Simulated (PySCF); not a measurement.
Input for PySCF: D3(BJ) and D4 dispersion corrections on C4H10O (a complex), monomers drawn apart or pushed together.

```python
from pyscf import gto
from pyscf.dispersion import dftd3, dftd4

mol = gto.M(
    atom='''
    C    -0.44378606    0.26334721    0.86129778
    C     0.71425943   -0.14896037    0.36590407
    H    -0.82173161   -0.10254413    1.80829003
    H    -1.05551818    0.98643933    0.33427706
    H     1.09652573    0.21700552   -0.57961663
    H     1.32753172   -0.87556928    0.88562476
    C    -0.61934550    1.00579015    5.53709659
    O    -0.59590578   -0.36866224    5.21716366
    C     0.71196106   -0.89874453    5.22205933
    H    -0.04458665    1.59398335    4.81050885
    H    -0.20906870    1.18890659    6.53865485
    H    -1.65928578    1.32797112    5.51445959
    H     1.35365992   -0.38285096    4.49681729
    H     0.63822692   -1.95066722    4.95019835
    H     1.17182202   -0.81632625    6.21542249
    ''',
    basis='def2-svp',
    charge=0, spin=0, verbose=0, max_memory=1800)
d3, d4 = {}, {}
for xc in ['hf', 'pbe', 'blyp', 'revpbe', 'tpss', 'r2scan', 'b3lyp', 'pbe0', 'bhlyp', 'camb3lyp', 'b2plyp']:
    d3[xc] = float(dftd3.DFTD3Dispersion(mol, xc=xc, version='d3bj', atm=False).get_dispersion()['energy'])
    print(f'D3(BJ) {xc:10s} {d3[xc]:14.8f} Eh')
for xc in ['hf', 'pbe', 'blyp', 'revpbe', 'tpss', 'r2scan', 'b3lyp', 'pbe0', 'bhlyp', 'camb3lyp', 'b2plyp']:
    d4[xc] = float(dftd4.DFTD4Dispersion(mol, xc={'camb3lyp': 'cam-b3lyp'}.get(xc, xc), atm=True).get_dispersion()['energy'])
    print(f'D4     {xc:10s} {d4[xc]:14.8f} Eh')
```

It printed:

```
D3(BJ) hf            -0.06205350 Eh
D3(BJ) pbe           -0.00731460 Eh
D3(BJ) blyp          -0.01456083 Eh
D3(BJ) revpbe        -0.01899063 Eh
D3(BJ) tpss          -0.00888429 Eh
D3(BJ) r2scan        -0.00221831 Eh
D3(BJ) b3lyp         -0.01182405 Eh
D3(BJ) pbe0          -0.00612341 Eh
D3(BJ) bhlyp         -0.00885011 Eh
D3(BJ) camb3lyp      -0.00524712 Eh
D3(BJ) b2plyp        -0.00523607 Eh
D4     hf            -0.02515668 Eh
D4     pbe           -0.00640255 Eh
D4     blyp          -0.01418499 Eh
D4     revpbe        -0.02341778 Eh
D4     tpss          -0.00858752 Eh
D4     r2scan        -0.00186259 Eh
D4     b3lyp         -0.00997561 Eh
D4     pbe0          -0.00538744 Eh
D4     bhlyp         -0.00668058 Eh
D4     camb3lyp      -0.00534082 Eh
D4     b2plyp        -0.00446587 Eh
```

The run finished.

Cost: very roughly 0.04 core-seconds.
